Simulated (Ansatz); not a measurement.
A single point on H8N2OSi2, SMILES `N[SiH2][SiH](N)O`.

```yaml
crystal:
  periodic: [false, false, false]
  atoms:
    - {symbol: N, position_ang: [-1.452177, 1.195553, 0.663870]}
    - {symbol: Si, position_ang: [-0.904443, 0.639102, -0.891631]}
    - {symbol: Si, position_ang: [0.882334, -0.838585, -0.480849]}
    - {symbol: N, position_ang: [0.573035, -1.302745, 1.135340]}
    - {symbol: O, position_ang: [2.390281, -0.191599, -0.697730]}
    - {symbol: H, position_ang: [-0.809083, 1.719914, 1.237650]}
    - {symbol: H, position_ang: [-2.371143, 1.608038, 0.722940]}
    - {symbol: H, position_ang: [-2.062000, -0.076680, -1.497825]}
    - {symbol: H, position_ang: [-0.525994, 1.725368, -1.850251]}
    - {symbol: H, position_ang: [0.920622, -1.984351, -1.426928]}
    - {symbol: H, position_ang: [0.982077, -2.098912, 1.594299]}
    - {symbol: H, position_ang: [-0.242715, -0.945358, 1.606514]}
    - {symbol: H, position_ang: [2.639505, 0.515655, -0.100699]}
basis:
  gaussian: {orbitals: def2-QZVPP}
correlation: {method: mp2}
```

```sh
$ ansatz run in.yaml --threads 4 --pin off --events-out ev --progress --plain --max-ram 10444MiB
```

Output, abridged:

```
Functional definition: HF
3266 factors; integrals over basis functions are off by at most 1.1e-3 eV
mean field evaluation 1: about -20851.3387 eV, gradient 5.9e1 eV
mean field evaluation 2: about -20851.4717 eV, gradient 5.9e1 eV
mean field evaluation 4: about -20858.2477 eV, gradient 4.1e0 eV
mean field evaluation 8: about -20858.3225 eV, gradient 3.4e-1 eV
mean field -20858.32287351 eV, -766.5292273226 hartree, gradient 1.2e-6 eV, S^2 0.000000; 0 other end points of the search recorded, 0 dependent functions left out
13 core orbitals not correlated: weight in the atoms' cores, before any rotation towards them, 1.000 or more for the frozen orbitals, at most 0.000 for the correlated occupied ones
reference -20858.32287351 eV, -766.5292273226 hartree; 16, 16 occupied and 522, 522 virtual orbitals, 3266 factors
second order -26.94803392 eV of doubles, -0.00000000 eV of singles
Total energy: -20885.27090743 eV, -767.5195493030 hartree
```

Run time 10 s (4 threads of an AMD EPYC 9R45 on a shared host); peak host memory 4 GiB.
